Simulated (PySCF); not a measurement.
System: CH$_{7}$ClNSi$_{2}$, charge -1, multiplicity 1. It need not be the lowest isomer of its formula. Whether it binds its extra electron was not tested at this geometry. 
Structure (B3LYP-D3(BJ)/def2-TZVP (Ansatz) minimum search):
```xyz
12

Si     0.6047     0.2202    -0.5284
C      1.2665    -1.3659    -0.7795
Cl     1.3505     1.7484     0.9423
N     -1.0233     0.1018     0.1017
Si    -1.9615    -1.3123    -0.1182
H      0.6746     1.0915    -1.7346
H      2.0369    -1.5145    -1.5317
H      1.2733    -2.1118     0.0107
H     -1.3604     0.8170     0.7281
H     -3.3010    -1.0222     0.5009
H     -1.4902    -2.5486     0.5611
H     -2.2327    -1.6622    -1.5356
```
Charge -1, spin multiplicity 1.

Dispersion corrections to the total energy (kcal/mol) from the dftd3 and dftd4 libraries through PySCF: D3(BJ) without and D4 with the three-body term, each with the damping fitted for the functional named.

| functional | D3(BJ) | D4 |
|---|---|---|
| HSE06 | -5.66 | -6.93 |
| BP86 | -13.21 | -11.91 |
| BLYP | -16.58 | -18.57 |
| B3LYP | -13.72 | -13.89 |
| PBE0 | -6.84 | ? |
| B2GP-PLYP | -6.34 | ? |
| B2PLYP | ? | -6.06 |

Problem. What belongs in the gaps?

Solution. 
- PBE0, D4: -7.39
- B2GP-PLYP, D4: -3.75
- B2PLYP, D3(BJ): -6.78
